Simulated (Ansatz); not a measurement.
Consider the substitution at a C–N bond: `[GeH3][CH2]N1C=C1` + H–F → `F[CH2][GeH3]` + `C1=CN1`.

Gas-phase electronic energies from Ansatz, PBE0-D4/def2-TZVP geometries. CCSD(T)/CBS is the MP2 limit (def2-TZVPP, def2-QZVPP) plus CCSD(T) − MP2 in def2-TZVPP, frozen cores. This one scheme is used for every species. Functionals use def2-TZVPP. For Ge outer-core shells are correlated without core-valence functions, which leaves a few kJ/mol of doubt a bond. Scalar relativity is left out up to krypton. One conformer a species, not always the lowest.

```tsv
level	ΔE (kJ/mol)
PBE0-D4	44.6
B2PLYP	38.4
CCSD/def2-TZVPP	45.7
HF/def2-QZVPP	21.7
```

Task: What does CCSD(T)/CBS give? (Estimate.)

Result: Ansatz gave: +53.0 kJ/mol. The listed levels differ from it by -8.4, -14.6, -7.3, -31.3 kJ/mol.

Largest T1 diagnostic among the species: 0.011.

In def2-TZVPP, CCSD(T) changes the Hartree–Fock value by +27.8 kJ/mol (the triples alone add +4.1 kJ/mol) and MP2 by +42.5 kJ/mol. From PBE to PBE0 (25 % exact exchange), in def2-TZVPP and without D4, ΔE moves by +4.3 kJ/mol. The D4 term adds +12.0 kJ/mol with B3LYP and +6.8 kJ/mol with PBE0; it sums over pairs of atoms, weighted by their polarisabilities, and B3LYP, whose exchange is more repulsive, gets the larger term.

B3LYP here is the variant with VWN-RPA as its local correlation; programs differ in this.
